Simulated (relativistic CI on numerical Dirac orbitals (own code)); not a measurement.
# Hyperfine structure of Ti8+, mass number 49

Method of calculation: Dirac-Coulomb-Breit CI, orbitals from a KLI potential per configuration, model QED (radiative potential, 1s self-energy scaled to tabulated hydrogen-like ionisation energies), unscaled Slater integrals (own radial code, finite nucleus).

Configurations in the expansion (outside the closed core [Ne]): 3s²3p², 3s3p³, 3s²3p3d, 3p⁴, 3s3p²3d, 3p³3d, 3s3p3d², 3s²3p4s, 3s²3p4p, 3s²3d4p, 3p³4s, 3s²3p4d, 3p³4p, 3s²3d², 3s3d³, 3p²3d², 3p3d³, 3p3d²4s, 3p3d²4p, 3p3d²4d, 3s²3d4s, 3s3d²4s. Double excitations out of closed p, d and f shells are left out; levels of such configurations are missing from the list, as are those of other unlisted configurations, and high levels can miss mixing partners.

Nuclear spin I = 7/2, μ = -1.1037 μN, Q = 0.247 b (tables of Stone and Pyykkö). The electronic factors are computed for point nuclear moments, without core polarisation or the Bohr-Weisskopf and QED corrections.

```csv
Level,E (cm⁻¹),A (MHz),B (MHz)
3s²3p² ³P1,3032.6,-32.77,479
3s²3p² ³P2,7224.0,-921.2,-923
3s²3p² ¹D2,31210.5,-1183,1870
3s3p³ ⁵S°2,141176.4,-3282,-0.437
3s3p³ ³D°1,200143.1,1958,154
3s3p³ ³D°2,200240.6,-1669,326
3s3p³ ³D°3,200929.5,-2853,-113
3s3p³ ³P°1,232006.6,-4017,-205
```

Levels with J = 0, under 50 % of one LS term, or S terms without an open s electron are left out. Small factors come from cancelling terms and can be off by tens of per cent or more.

At this charge configurations can still be misplaced by up to about 7 % of their energy.

Give the hyperfine levels of 3s²3p² ³P2 relative to its centre of gravity.

With K = F(F + 1) − I(I + 1) − J(J + 1), E = AK/2 + B[¾K(K + 1) − I(I + 1)J(J + 1)]/[2I(2I − 1)J(2J − 1)]: F = 3/2: 7796, F = 5/2: 5905, F = 7/2: 3027, F = 9/2: -1068, F = 11/2: -6679 MHz.

LS names give the leading component of a level, which can be under half, so a name can repeat, a term be missing and a line seem to break the LS rules.
